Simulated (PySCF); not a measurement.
# Excitation energy of C by level of theory

C [He] 2s2 2p2 (3P) → C [He] 2s1 2p2 3s1 (5P), as a difference of total energies. All numbers are calculated (PySCF 2.14, no relativity, point nucleus, in dyall-av2z (11s7p2d, 42 functions)). Correlated levels: valence: 1s2 frozen; virtual orbitals above 40 to 60 times the deepest correlated orbital energy dropped. The calculations carry no spin-orbit coupling.

```
           method  excitation energy (cm⁻¹)
              UHF                     89179
    MP2 (valence)                     99300
SCS-MP2 (valence)                    101790
   CCSD (valence)                    102880
CCSD(T) (valence)                    103180
  CCSDT (valence)                    103260
```

The upper state lies above the first ionisation limit, but in LS coupling its spin forbids autoionisation to the ground ion. A Rydberg-like electron needs more diffuse functions than a valence basis has.

The promoted electron is Rydberg-like, and one or two diffuse shells describe it only roughly, which tends to raise the upper state.
